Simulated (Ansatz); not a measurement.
Species: sum formula GeN$_{4}$H$_{9}$ (charge +1, singlet). It need not be the lowest isomer of its formula. 
Geometry from a B3LYP-D3(BJ)/def2-TZVP (Ansatz, a first-principles code) optimisation:
SMILES: [NH2][Ge]([NH2])([NH2])[NH3+]
```xyz
14

N      1.8116    -0.2899     0.0391
Ge     0.0529     0.0820     0.1448
N     -0.9273    -0.8318     1.3475
N     -0.4792     1.7494    -0.2786
N     -0.5682    -0.8804    -1.5540
H      2.4051     0.3224    -0.5039
H      2.2729    -0.5699     0.8934
H     -0.5556    -1.6944     1.7212
H     -1.3806    -0.2937     2.0728
H     -1.4286     2.0241    -0.0662
H      0.1647     2.5012    -0.0756
H     -1.4582    -1.3514    -1.3942
H     -0.6895    -0.2165    -2.3183
H      0.1170    -1.5786    -1.8415
```
Charge +1, spin multiplicity 1.

Total electronic energies in hartree. Cores are frozen in the correlated levels unless marked. Spin-orbit coupling is left out. Frozen are the shells of the preceding noble gas and the d and f shells that filled before the atom's block. No relativistic terms. Basis-set limits of correlation are two-point, X^-3; Hartree-Fock from the larger set.

| level | program | energy (Eh) |
|---|---|---|
| PBE0/6-31G* | Ansatz | -2300.45656 |
| PBE0-D4/def2-TZVP | Ansatz + dftd4 | -2300.86743 |
| PBE0/def2-TZVP | Ansatz | -2300.85895 |
| BHLYP/def2-TZVPD | Ansatz | -2301.22546 |
| r2SCANh/def2-TZVPD | Ansatz | -2301.22625 |
| CAM-B3LYP-D3(BJ)/def2-TZVPD | Ansatz + dftd3 | -2301.40949 |
| PBE-QIDH/def2-TZVPD | Ansatz | -2300.45428 |
| CCSD/cc-pVQZ | Ansatz | -2299.50813 |
| CCSD(T)/CBS(cc-pVTZ,cc-pVQZ) | Ansatz | -2299.5958 |

Totals of different functionals don't rank their quality; only differences between species are comparable.
